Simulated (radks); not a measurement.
Results of a calculation; reference values are marked as such.
Effect of the nuclear size on the aluminium ion Al4+, [He] 2s2 2p5. Level of theory: Dirac Kohn-Sham, relativistic LDA (MacDonald-Vosko exchange, VWN5 correlation), spin-unpolarised, spherical densities, finite nucleus; open shells fill j = l - 1/2 first; Fermi nuclear charge, rms radius 3.061 fm (a radial shooting solver on a logarithmic mesh with Libxc functionals). The rms radius is varied about that value; shifts are against it.

\begin{tabular}{lrrr}
rms radius (fm) & total energy shift (eV) & density at nucleus (e/bohr^3) & 1s1/2 shift (meV) \\ \hline
2.7335 & -0.000745 & 1488 & -0.310 \\
2.8192 & -0.000558 & 1488 & -0.232 \\
3.061 & 0 & 1487 & 0.000 \\
3.1926 & 0.000323 & 1486 & 0.134 \\
3.5171 & 0.00118 & 1484 & 0.489 \\
\end{tabular}

Slopes of the eigenvalues against <r^2> in GHz/fm^2, as finite differences over the two radii next to the reference (eigenvalue slopes, not the field-shift constants of lines): 1s1/2 39.5.
